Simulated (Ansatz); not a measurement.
C2H6SeSi, SMILES `CC([SiH3])=[Se]`, 10 atoms. Charge 0, multiplicity 1. Correlated methods include outer-core shells of Se, which these sets cover unevenly. Scalar relativity is left out up to krypton. All runs use 4 threads of an Arm Neoverse V1 on a shared host. Correlated methods freeze the cores.

(1) Give the basis size and wall time and peak host memory of each of these runs in Ansatz. RKS PBE0-D4/def2-QZVPP energy; RHF-CCSD(T)/def2-SVP energy; RKS ωB97M-V/def2-SVP energy; RKS ωB97M-V/def2-TZVPP energy and forces; RKS PBE0-D4/def2-TZVP relaxation (19 steps); direct RPA on PBE orbitals/def2-TZVPP energy; RKS PBE0-D4/def2-SVP energy; RKS r2SCAN0-D4/def2-TZVPP energy; RKS CAM-B3LYP-D4/def2-TZVPP energy; RKS B2PLYP (frozen core)/def2-TZVPP energy; RHF-CCSD(T)/def2-TZVPP energy; RKS ωB97M-V/def2-QZVPP energy. (Estimate.)

## Answers

(1) Computed: Other jobs shared the machine, so times are rough.

```csv
level,job,functions,wall time,peak host memory (GiB)
RKS PBE0-D4/def2-SVP,energy,108,2.1 s,0.45
RHF-CCSD(T)/def2-SVP,energy,108,7 s,0.49
RKS ωB97M-V/def2-SVP,energy,108,7 s,0.45
direct RPA on PBE orbitals/def2-TZVPP,energy,236,7 s,0.61
RKS CAM-B3LYP-D4/def2-TZVPP,energy,236,7 s,0.72
RKS B2PLYP (frozen core)/def2-TZVPP,energy,236,7.5 s,0.63
RKS r2SCAN0-D4/def2-TZVPP,energy,236,10 s,0.66
RKS PBE0-D4/def2-QZVPP,energy,453,16 s,1.8
RKS ωB97M-V/def2-TZVPP,energy and forces,236,16 s,0.89
RKS ωB97M-V/def2-QZVPP,energy,453,27 s,2.1
RKS PBE0-D4/def2-TZVP,relaxation (19 steps),183,72 s,0.5
RHF-CCSD(T)/def2-TZVPP,energy,236,2.8 min,4.2
```
